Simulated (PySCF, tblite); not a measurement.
Isomers of C7H8Cl2, one GFN2-xTB conformer each. Single-point energies are computed at PBE0/pcSseg-1 (PySCF, gas phase, no added dispersion term), electronic only.

```json
{"SMILES": "C=CC(=C)C(=C)C(Cl)Cl", "GFN2-xTB relative energy (kJ/mol)": "25.2"}
{"SMILES": "C=C(C)[C@@]1(Cl)[C@@H]2[C@@H](Cl)[C@@H]21", "GFN2-xTB relative energy (kJ/mol)": "40.2"}
{"SMILES": "C=C(Cl)C(=C)C(=C)CCl", "GFN2-xTB relative energy (kJ/mol)": "0.0"}
```

Conformers: `[CH2:1]=[CH:2][C:3](=[CH2:4])[C:5](=[CH2:6])[CH:7]([Cl:8])[Cl:9]` with C1–C2–C3–C4 170°, C2–C3–C5–C6 118°, C3–C5–C7–Cl8 138°; `[CH2:1]=[C:2]([CH3:3])[C@@:4]1([Cl:5])[C@@H:6]2[C@@H:7]([Cl:8])[C@H:9]12` with C1–C2–C4–Cl5 -105°; `[CH2:1]=[C:2]([Cl:3])[C:4](=[CH2:5])[C:6](=[CH2:7])[CH2:8][Cl:9]` with C1–C2–C4–C5 160°, C2–C4–C6–C7 -58°, C4–C6–C8–Cl9 -70°.

Task: What does PBE0/pcSseg-1 give for the same structures?

Result: 
| SMILES | PBE0/pcSseg-1 E (Eh) | PBE0/pcSseg-1 (kJ/mol) | GFN2-xTB (kJ/mol) | point group |
| --- | --- | --- | --- | --- |
| C=C(Cl)C(=C)C(=C)CCl | -1191.18672 | 0.0 | 0.0 | C1 |
| C=CC(=C)C(=C)C(Cl)Cl | -1191.18220 | 11.9 | 25.2 | C1 |
| C=C(C)[C@@]1(Cl)[C@@H]2[C@@H](Cl)[C@@H]21 | -1191.16281 | 62.8 | 40.2 | C1 |

Both levels put the same isomer lowest; measured from each level's own lowest isomer, the values differ by up to 22.6 kJ/mol (C=C(C)[C@@]1(Cl)[C@@H]2[C@@H](Cl)[C@@H]21: 40.2 against 62.8). As drawn, the highest has a three-membered ring, which the lowest lacks.

Task: Which frontier levels, dipoles and rotational constants go with these structures?

Result: 
```json
{"SMILES": "C=C(Cl)C(=C)C(=C)CCl", "HOMO (eV, PBE0/pcSseg-1)": "-6.92", "LUMO (eV)": "-1.31", "dipole (D)": "2.34", "A, B, C (MHz)": "1917, 677.9, 653.6"}
{"SMILES": "C=CC(=C)C(=C)C(Cl)Cl", "HOMO (eV, PBE0/pcSseg-1)": "-7.15", "LUMO (eV)": "-1.36", "dipole (D)": "2.27", "A, B, C (MHz)": "1495, 908.2, 714.8"}
{"SMILES": "C=C(C)[C@@]1(Cl)[C@@H]2[C@@H](Cl)[C@@H]21", "HOMO (eV, PBE0/pcSseg-1)": "-7.78", "LUMO (eV)": "-0.46", "dipole (D)": "2.48", "A, B, C (MHz)": "2145, 680.9, 597.5"}
```

Task: What happens when harmonic zero-point energies from GFN2-xTB frequencies are added?

Result: 
```csv
SMILES,ZPE (kJ/mol),electronic (kJ/mol),with ZPE (kJ/mol)
C=C(Cl)C(=C)C(=C)CCl,326.9,0.0,0.0
C=CC(=C)C(=C)C(Cl)Cl,325.9,11.9,10.8
C=C(C)[C@@]1(Cl)[C@@H]2[C@@H](Cl)[C@@H]21,329.4,62.8,65.2
```

The zero-point energies span 3.5 kJ/mol. The order is unchanged.
